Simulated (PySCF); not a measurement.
C3H9NSi, SMILES C1CC[SiH]1N.

Geometry optimised at PBE0-D3(BJ)/def2-SVP. The values are those of a single conformer.

Calculation: TDDFT-B3LYP/def2-SVPD (PySCF 2.14.0).

Vertical excitations. The molecule is in vacuum.

Computed UV-visible absorptions:
```
state  energy (eV)  λ (nm)      f                                              main pairs
-----  -----------  ------  -----  ------------------------------------------------------
S1            6.03     205  0.029                                          HOMO→LUMO 98 %
S2            6.66     186  0.018                                        HOMO→LUMO+1 98 %
S3            7.00     177  0.010                                        HOMO−1→LUMO 98 %
S4            7.08     175  0.003                                        HOMO→LUMO+3 96 %
S5            7.09     175  0.079                                        HOMO→LUMO+2 96 %
S6            7.32     169  0.009                                      HOMO−1→LUMO+1 98 %
S7            7.59     163  0.009  HOMO−1→LUMO+2 43 %, HOMO−2→LUMO 34 %, HOMO→LUMO+4 17 %
S8            7.66     162  0.016                    HOMO−2→LUMO 47 %, HOMO−1→LUMO+2 46 %
S9            7.76     160  0.002                                        HOMO→LUMO+4 76 %
S10           7.90     157  0.047                                      HOMO−1→LUMO+3 97 %
T1            5.75     216      0                                          HOMO→LUMO 94 %
T2            6.55     189      0                                        HOMO→LUMO+1 82 %
T3            6.61     187      0                      HOMO→LUMO+2 78 %, HOMO→LUMO+1 12 %
T4            6.84     181      0                                        HOMO−1→LUMO 87 %
```
Triplets are in the Tamm–Dancoff approximation, which puts them higher than full response would, so one can lie above its singlet here.
